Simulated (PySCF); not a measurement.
## SMILES CO[C@@]12C[C@@H]1[C@H]2O, C5H8O2

Geometry:
```json
{"atom": "C1", "x (Å)": "-2.011", "y (Å)": "-0.821", "z (Å)": "0.314"}
{"atom": "O2", "x (Å)": "-0.764", "y (Å)": "-0.536", "z (Å)": "0.929"}
{"atom": "C3", "x (Å)": "0.075", "y (Å)": "0.200", "z (Å)": "0.130"}
{"atom": "C4", "x (Å)": "0.351", "y (Å)": "1.670", "z (Å)": "0.047"}
{"atom": "C5", "x (Å)": "1.469", "y (Å)": "0.699", "z (Å)": "0.308"}
{"atom": "C6", "x (Å)": "1.148", "y (Å)": "-0.246", "z (Å)": "-0.822"}
{"atom": "O7", "x (Å)": "1.595", "y (Å)": "-1.556", "z (Å)": "-0.792"}
{"atom": "H8", "x (Å)": "-1.870", "y (Å)": "-1.367", "z (Å)": "-0.624"}
{"atom": "H9", "x (Å)": "-2.568", "y (Å)": "0.100", "z (Å)": "0.115"}
{"atom": "H10", "x (Å)": "-2.561", "y (Å)": "-1.438", "z (Å)": "1.021"}
{"atom": "H11", "x (Å)": "0.026", "y (Å)": "2.278", "z (Å)": "0.881"}
{"atom": "H12", "x (Å)": "0.294", "y (Å)": "2.168", "z (Å)": "-0.915"}
{"atom": "H13", "x (Å)": "2.192", "y (Å)": "0.652", "z (Å)": "1.092"}
{"atom": "H14", "x (Å)": "1.162", "y (Å)": "0.111", "z (Å)": "-1.848"}
{"atom": "H15", "x (Å)": "1.458", "y (Å)": "-1.907", "z (Å)": "0.097"}
```

Computed with PySCF 2.14.0, TDDFT CAM-B3LYP/aug-cc-pVDZ circular dichroism and optical rotation, one conformer, gas phase. Geometry: GFN2-xTB.

The molecule is flexible and this is one conformer; a measurement averages over conformers.

Stereocentres: C3 S, C5 R, C6 R.

(1) What is the specific rotation at 633, 589.3, 546, 436, 405, 365, 355 nm?

(2) And for the mirror image at 589.3 nm?

(3) What is the molar rotation [Φ] = [α]·M/100 of the geometry above at 589.3 nm?

## Answers

(1) [α] in deg dm⁻¹ (g/mL)⁻¹:
```tsv
λ (nm)	origin-invariant length gauge	modified velocity gauge	length gauge (centre of mass)	isotropic polarisability (au)
633	-56.2	-55.7	-56.3	68.0
589.3	-64.9	-64.2	-64.9	68.2
546	-75.5	-74.7	-75.6	68.5
436	-117.5	-115.9	-117.5	69.7
405	-135.1	-133.1	-135.1	70.2
365	-163.0	-160.1	-163.0	71.2
355	-170.8	-167.6	-170.8	71.5
```

(2) +64.9 deg dm⁻¹ (g/mL)⁻¹ (origin-invariant length gauge): the same size and the opposite sign.

(3) With M = 100.12 g/mol, -65.0 deg cm² dmol⁻¹ (origin-invariant length gauge).

The first excitation lies at 6.21 eV (200 nm) with R = +0.7 × 10⁻⁴⁰ esu² cm² (velocity form).
